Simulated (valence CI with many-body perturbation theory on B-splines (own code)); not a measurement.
E1 transitions of Re69+

Level of theory: relativistic CI+MBPT: four valence electrons over a frozen Dirac-Fock core [He], a basis of 11 s, 11 p, 10 d, 8 f, 5 g, 2 h functions for each j, with the one-electron correlation potential Σ1 (screened to all orders), the two-electron term Σ2, the three-electron term Σ3, Breit, model QED; selected single and double excitations, second order for the rest, scaled by the run's own slope (own B-spline code, finite nucleus).

The last digits are not significant, and no measured levels were compared; by estimate large intervals hold to a few tenths of a per cent, small ones and those within an open d or f shell to about a per cent. Among the levels kept, up to 1300 cm⁻¹ of a level comes from second order outside the variational space, and about a tenth of that is noise between levels of different J, which matters for small intervals.

Lines 101 to 150 of 600 in falling wavelength, among levels below 121190 × 10³ cm⁻¹, chosen from the strongest by gf and those to the six lowest levels. Wavelengths and rates use the calculated energies. Electric multipoles are in the length gauge, E1 and E2 with the static RPA response of the core. Weak lines are less certain than strong ones. Lines between different terms over intervals too small for the method are left out, as are lines whose strength nearly cancels. The highest levels of a list are the least certain.

Levels are named by their leading jj configuration (3d3/2^4 stands for four electrons in 3d with j = 3/2), which in mixed levels can hold well under half, so a name can repeat and another be missing. Letters in brackets count levels of one name in rising energy.

| λ vac (Å) | Upper | Lower | A (s⁻¹) | S (a.u.) with core polarisation | S without |
| --- | --- | --- | --- | --- | --- |
| 23.22 | (2p1/2 2p3/2^2 3p3/2) J=2 | (2p1/2 2p3/2^2 3s) J=2 [a] | 4.66e+11 | 1.44e-02 | 1.44e-02 |
| 23.21 | (2p1/2 2p3/2^2 3p3/2) J=3 [a] | (2p1/2 2p3/2^2 3s) J=2 [a] | 1.49e+12 | 6.44e-02 | 6.44e-02 |
| 23.19 | (2s 2p1/2 2p3/2 3d3/2) J=4 | (2s 2p1/2 2p3/2 3p1/2) J=3 | 9.79e+11 | 5.42e-02 | 5.42e-02 |
| 23.15 | (2p1/2 2p3/2^2 3p3/2) J=3 [b] | (2p1/2 2p3/2^2 3s) J=3 | 7.86e+11 | 3.37e-02 | 3.37e-02 |
| 23.12 | (2s 2p1/2 2p3/2 3p3/2) J=3 [c] | (2s 2p1/2 2p3/2 3s) J=2 [c] | 1.33e+12 | 5.69e-02 | 5.69e-02 |
| 23.10 | (2p1/2 2p3/2^2 3p3/2) J=4 | (2p1/2 2p3/2^2 3s) J=3 | 1.38e+12 | 7.57e-02 | 7.57e-02 |
| 23.10 | (2s 2p1/2 2p3/2 3p3/2) J=2 [c] | (2s 2p1/2 2p3/2 3s) J=1 [c] | 1.33e+12 | 4.03e-02 | 4.03e-02 |
| 23.10 | (2s 2p1/2 2p3/2 3d3/2) J=1 [c] | (2s 2p1/2 2p3/2 3p1/2) J=0 | 6.26e+11 | 1.14e-02 | 1.14e-02 |
| 23.10 | (2s 2p1/2 2p3/2 3d3/2) J=1 [a] | (2s 2p1/2 2p3/2 3p1/2) J=1 [a] | 8.69e+11 | 1.59e-02 | 1.59e-02 |
| 23.07 | (2s^2 2p3/2 3d3/2) J=1 | (2s^2 2p3/2 3p1/2) J=1 | 8.46e+11 | 1.54e-02 | 1.54e-02 |
| 23.03 | (2p1/2^2 2p3/2 3d3/2) J=1 | (2p1/2^2 2p3/2 3p1/2) J=1 | 8.29e+11 | 1.50e-02 | 1.50e-02 |
| 23.02 | (2s 2p3/2^2 3d3/2) J=1 [c] | (2s 2p3/2^2 3p1/2) J=1 [a] | 5.27e+11 | 9.53e-03 | 9.53e-03 |
| 22.94 | (2p1/2^2 2p3/2 3p3/2) J=3 | (2p1/2^2 2p3/2 3s) J=2 | 1.41e+12 | 5.87e-02 | 5.87e-02 |
| 22.88 | (2s 2p3/2^2 3p3/2) J=4 | (2s 2p3/2^2 3s) J=3 | 1.61e+12 | 8.55e-02 | 8.55e-02 |
| 22.88 | (2s^2 2p3/2 3p3/2) J=3 | (2s^2 2p3/2 3s) J=2 | 1.61e+12 | 6.65e-02 | 6.65e-02 |
| 22.85 | (2s 2p1/2 2p3/2 3p3/2) J=2 [a] | (2s 2p1/2 2p3/2 3s) J=1 [a] | 6.98e+11 | 2.05e-02 | 2.05e-02 |
| 22.83 | (2s 2p1/2 2p3/2 3p3/2) J=3 [a] | (2s 2p1/2 2p3/2 3s) J=2 [a] | 1.57e+12 | 6.46e-02 | 6.46e-02 |
| 22.82 | (2s 2p1/2 2p3/2 3d3/2) J=3 [b] | (2s 2p1/2 2p3/2 3p1/2) J=3 | 5.27e+11 | 2.16e-02 | 2.16e-02 |
| 22.72 | (2s 2p3/2^2 3p3/2) J=2 [b] | (2s 2p3/2^2 3s) J=1 [a] | 1.12e+12 | 3.23e-02 | 3.23e-02 |
| 22.72 | (2s 2p3/2^2 3p3/2) J=3 [a] | (2s 2p3/2^2 3s) J=3 | 9.28e+11 | 3.76e-02 | 3.76e-02 |
| 22.71 | (2s 2p1/2 2p3/2 3p3/2) J=3 [b] | (2s 2p1/2 2p3/2 3s) J=2 [b] | 6.00e+11 | 2.43e-02 | 2.43e-02 |
| 22.70 | (2s 2p1/2 2p3/2 3p3/2) J=4 | (2s 2p1/2 2p3/2 3s) J=3 | 1.46e+12 | 7.61e-02 | 7.61e-02 |
| 22.69 | (2s 2p3/2^2 3p3/2) J=2 [c] | (2s 2p3/2^2 3s) J=2 [b] | 4.23e+11 | 1.22e-02 | 1.22e-02 |
| 22.58 | (2s 2p1/2 2p3/2 3p3/2) J=1 [b] | (2s 2p1/2 2p3/2 3s) J=2 [b] | 1.43e+12 | 2.44e-02 | 2.44e-02 |
| 22.50 | (2s 2p3/2^2 3p3/2) J=2 [c] | (2s 2p3/2^2 3s) J=1 [b] | 5.93e+11 | 1.67e-02 | 1.67e-02 |
| 22.47 | (2s 2p1/2 2p3/2 3d3/2) J=2 [b] | (2s 2p1/2 2p3/2 3p1/2) J=3 | 3.04e+11 | 8.51e-03 | 8.51e-03 |
| 22.40 | (2s 2p1/2 2p3/2 3p3/2) J=2 [d] | (2s 2p1/2 2p3/2 3s) J=2 [c] | 6.87e+11 | 1.91e-02 | 1.91e-02 |
| 22.37 | (2s^2 2p1/2 3p3/2) J=2 | (2s^2 2p1/2 3s) J=1 | 1.69e+12 | 4.67e-02 | 4.67e-02 |
| 22.33 | (2s^2 2p1/2 3p3/2) J=1 | (2s^2 2p1/2 3s) J=1 | 6.10e+11 | 1.00e-02 | 1.00e-02 |
| 22.32 | (2s 2p3/2^2 3p3/2) J=1 [b] | (2s 2p3/2^2 3s) J=1 [a] | 5.64e+11 | 9.29e-03 | 9.29e-03 |
| 22.28 | (2s 2p1/2 2p3/2 3p3/2) J=0 [a] | (2s 2p1/2 2p3/2 3s) J=1 [a] | 1.54e+12 | 8.40e-03 | 8.40e-03 |
| 22.23 | (2s 2p1/2 2p3/2 3p3/2) J=1 [c] | (2s 2p1/2 2p3/2 3s) J=1 [c] | 7.52e+11 | 1.22e-02 | 1.22e-02 |
| 22.21 | (2s 2p3/2^2 3p3/2) J=2 [c] | (2s 2p3/2^2 3s) J=1 [a] | 5.29e+11 | 1.43e-02 | 1.43e-02 |
| 22.18 | (2s 2p1/2 2p3/2 3d3/2) J=2 [d] | (2s 2p1/2 2p3/2 3p1/2) J=2 [c] | 2.89e+11 | 7.80e-03 | 7.80e-03 |
| 22.18 | (2s^2 2p1/2 3p3/2) J=1 | (2s^2 2p1/2 3s) J=0 | 1.19e+12 | 1.92e-02 | 1.93e-02 |
| 22.14 | (2p1/2 2p3/2^2 3p3/2) J=1 [b] | (2p1/2 2p3/2^2 3s) J=2 [b] | 6.30e+11 | 1.01e-02 | 1.01e-02 |
| 22.12 | (2s 2p1/2 2p3/2 3p3/2) J=2 [b] | (2s 2p1/2 2p3/2 3s) J=3 | 4.26e+11 | 1.14e-02 | 1.14e-02 |
| 22.10 | (2s 2p1/2^2 3p3/2) J=2 | (2s 2p1/2^2 3s) J=1 | 1.64e+12 | 4.37e-02 | 4.38e-02 |
| 22.10 | (2p1/2^2 2p3/2 3p3/2) J=2 | (2p1/2^2 2p3/2 3s) J=1 | 8.31e+11 | 2.21e-02 | 2.21e-02 |
| 22.06 | (2s 2p3/2^2 3p3/2) J=2 [a] | (2s 2p3/2^2 3s) J=2 [a] | 1.32e+12 | 3.49e-02 | 3.49e-02 |
| 22.03 | (2s 2p1/2 2p3/2 3p3/2) J=2 [d] | (2s 2p1/2 2p3/2 3s) J=1 [b] | 1.03e+12 | 2.71e-02 | 2.71e-02 |
| 21.96 | (2s^2 2p3/2 3p3/2) J=2 | (2s^2 2p3/2 3s) J=1 | 9.59e+11 | 2.51e-02 | 2.51e-02 |
| 21.94 | (2s 2p1/2 2p3/2 3p3/2) J=1 [c] | (2s 2p1/2 2p3/2 3s) J=0 | 8.97e+11 | 1.40e-02 | 1.40e-02 |
| 21.90 | (2s 2p1/2^2 3p3/2) J=1 | (2s 2p1/2^2 3s) J=1 | 6.34e+11 | 9.85e-03 | 9.86e-03 |
| 21.72 | (2p1/2^2 2p3/2 3p3/2) J=2 | (2p1/2^2 2p3/2 3s) J=2 | 8.22e+11 | 2.08e-02 | 2.08e-02 |
| 21.71 | (2s 2p1/2 2p3/2 3p3/2) J=1 [d] | (2s 2p1/2 2p3/2 3s) J=1 [b] | 1.12e+12 | 1.70e-02 | 1.71e-02 |
| 21.69 | (2s 2p1/2 2p3/2 3p3/2) J=2 [a] | (2s 2p1/2 2p3/2 3s) J=2 [a] | 7.76e+11 | 1.95e-02 | 1.95e-02 |
| 21.64 | (2s 2p1/2 2p3/2 3p3/2) J=3 [b] | (2s 2p1/2 2p3/2 3s) J=3 | 9.96e+11 | 3.49e-02 | 3.49e-02 |
| 21.61 | (2s^2 2p3/2 3p3/2) J=2 | (2s^2 2p3/2 3s) J=2 | 9.42e+11 | 2.34e-02 | 2.34e-02 |
| 21.32 | (2p1/2 2p3/2^2 3p3/2) J=1 [b] | (2p1/2 2p3/2^2 3s) J=1 [a] | 9.75e+11 | 1.40e-02 | 1.40e-02 |
